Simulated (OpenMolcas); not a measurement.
## Sn: Slater's ratio, the spin-orbit constant, thermal populations, worked from levels

```
Program             : OpenMolcas 26.06
Basis               : ANO-RCC-VQZP [8s7p5d3f2g]
Scalar Hamiltonian  : DKH2, point nucleus
Active space        : 2 electrons in 9 orbitals (RAS2 5p; RAS3 5d 6s, at most 1 electron)
State averaging     : 2S+1 = 3 even, 3 roots; 2S+1 = 1 even, 6 roots; 2S+1 = 3 odd, 10 roots; 2S+1 = 1 odd, 8 roots
Spin-orbit coupling : state interaction with AMFI integrals over the reference wave functions, term energies averaged over their components
```

Methods: RASSCF; SS-RASPT2, IPEA 0.25 Eh, imaginary shift 0.1 Eh (closed shells correlated: 4d 5s). Measured levels: NIST Handbook of Basic Atomic Spectroscopic Data.

**Slater's ratio.** With one set of orbitals, p2 has ¹D - ³P = 6 F2 and ¹S - ¹D = 9 F2 (F2 = F²/25), a ratio of 3/2. Term energies are centres of gravity, weighted by 2J + 1.

| Source | ¹D - ³P | ¹S - ³P | F2 from the first | Ratio |
| --- | --- | --- | --- | --- |
| RASSCF | 8126 | 19392 | 1354 | 1.386 |
| SS-RASPT2 | 6245 | 17682 | 1041 | 1.831 |
| measured | 6145 | 14694 | 1024 | 1.391 |

Energies in cm-1. A ratio away from 3/2 shows effects beyond one configuration with one set of orbitals, and in heavier atoms second-order spin-orbit shifts.

**The spin-orbit constant.** For the Hund term ³P of p2, E(J) = (A/2) J(J+1) + constant and ζ = 2S·A = 2A. From J = 0 to J = 2 the energy changes by 3 A.

| Source | E(2) - E(0) | A | ζ |
| --- | --- | --- | --- |
| RASSCF | 3086.2 | 1028.7 | 2057 |
| SS-RASPT2 | 3011.0 | 1003.7 | 2007 |
| measured | 3427.7 | 1142.6 | 2285 |

All in cm-1. SS-RASPT2 is off by -12.2 % and RASSCF by -10.0 %. Both methods take the spin-orbit matrix elements from the reference wave functions, so the second can move ζ only through the term energies and any multistate remixing. Second-order mixing with other terms is absorbed into this ζ.

**Thermal populations.** Z = Σ (2J + 1) exp(-E/kT) with k = 0.695035 cm-1/K, over the levels below. No other level of either list lies under 34600 cm-1, which is above 7 kT at each temperature.

```csv
Level,2J + 1,SS-RASPT2,measured
5s² 5p² ³P₀,1,0.0,0.0
5s² 5p² ³P₁,3,1397,1692
5s² 5p² ³P₂,5,3010,3428
5s² 5p² ¹D₂,5,8380,8613
5s² 5p² ¹S₀,1,19820,17162
```

```tsv
T (K)	Z, SS-RASPT2	Z, measured levels	Ground level (%), SS-RASPT2	Ground level (%), measured levels
2000	2.684	2.323	37.3	43.0
3000	3.805	3.379	26.3	29.6
5000	5.562	5.135	18.0	19.5
```

At 5000 K, kT = 3475 cm-1, and the computed levels give Z = 1.000 + 2.007 + 2.103 + 0.448 + 0.003 = 5.562.

CASPT2 does not keep the components of a term degenerate, so their means are used; among the terms shown or strongly mixed into the levels shown the widest spread is 73 cm-1 (5s² 5p² ¹D, SS-RASPT2). With the s shell closed, the reference lacks s² → p² mixing. Some terms miss by over 15 % even with CASPT2, which points to a basis or an active space too small for the shells correlated (holds for SS-RASPT2). Computed and measured levels are paired by configuration, term and J; levels that our copy of the source lacks, or whose pairing is in doubt (as where it misses far off the trend of its configuration), stay unpaired and out of the deviations. Levels of configurations outside the active space are missing.
